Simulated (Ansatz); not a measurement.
`[CH3][GeH2][SiH2]P` + CH₄ → `C[SiH2][GeH2][CH3]` + PH₃  (formal exchange of groups at the Si–P bond)

Program: Ansatz. Geometries: PBE0-D4/def2-TZVP. ΔE: electronic, gas phase. CCSD(T)/CBS adds triple-zeta CCSD(T) − MP2 to the extrapolated MP2 energy (def2 sets, frozen cores). This one scheme is used for every species. Functionals use def2-TZVPP. B3LYP here is the variant with VWN-RPA as its local correlation; programs differ in this. For Ge outer-core shells are correlated without core-valence functions, which leaves a few kJ/mol of doubt a bond. Scalar relativity is left out up to krypton. Each species was taken in one conformer, which may not be the lowest.

```csv
level,ΔE (kJ/mol),difference from CCSD(T)/CBS
PBE-D4,39.6,6.7
r2SCAN-D4,36.1,3.2
PBE0-D4,38.0,5.1
B3LYP-D4,33.6,0.7
ωB97X-V,30.4,-2.5
ωB97M-V,28.7,-4.2
B2PLYP,30.3,-2.6
PBE,37.2,4.3
r2SCAN,35.6,2.7
PBE0,35.7,2.8
B3LYP,29.5,-3.4
HF/def2-TZVPP,23.6,-9.3
MP2/def2-TZVPP,32.1,-0.8
SCS-MP2/def2-TZVPP,28.6,-4.3
CCSD/def2-TZVPP,27.8,-5.1
CCSD(T)/def2-TZVPP,30.0,-2.9
HF/def2-QZVPP,23.3,-9.6
MP2/def2-QZVPP,33.7,0.8
SCS-MP2/def2-QZVPP,30.2,-2.7
HF/CBS(def2),23.3,-9.6
MP2/CBS(def2),35.0,2.1
CCSD/CBS(def2),30.7,-2.2
CCSD(T)/CBS,32.9,0
```

Largest T1 diagnostic among the species: 0.013.

In def2-TZVPP, CCSD(T) changes the Hartree–Fock value by +6.4 kJ/mol (the triples alone add +2.2 kJ/mol) and MP2 by +8.5 kJ/mol. The D4 term adds +4.1 kJ/mol with B3LYP and +2.3 kJ/mol with PBE0; it sums over pairs of atoms, weighted by their polarisabilities, and B3LYP, whose exchange is more repulsive, gets the larger term.
